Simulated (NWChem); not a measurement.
System: CH6N cation; SMILES C[NH3+]

NWChem input:

```
start job
memory heap 200 mb stack 900 mb global 1100 mb
charge 1
geometry units angstroms noautoz
  C      0.000000     0.000000     0.814573
  N      0.000000     0.000000    -0.702497
  H     -1.016838     0.195558     1.154755
  H      0.677777     0.782828     1.154755
  H      0.339061    -0.978386     1.154755
  H     -0.625345    -0.723642    -1.080310
  H      0.939365    -0.179744    -1.080310
  H     -0.314020     0.903386    -1.080310
end
basis spherical
  C library 3-21g
  N library 3-21g
  H library 3-21g
end
dft
  xc xpbe96 cpbe96
  iterations 150
  mulliken
end
task dft energy
```

Structure relaxed at the B3LYP/6-31G* (spherical d) level.

Question: Give the results of this calculation. (PBE/3-21G.) Quantities: basis functions; energy (Ha); highest occupied level (eV); orbital gap (eV).

Answer: 
```
Quantity                      Value
---------------------------  ------
number of basis functions        30
energy (Ha)                  -95.57
highest occupied level (eV)  -15.78
orbital gap (eV)              10.44
```
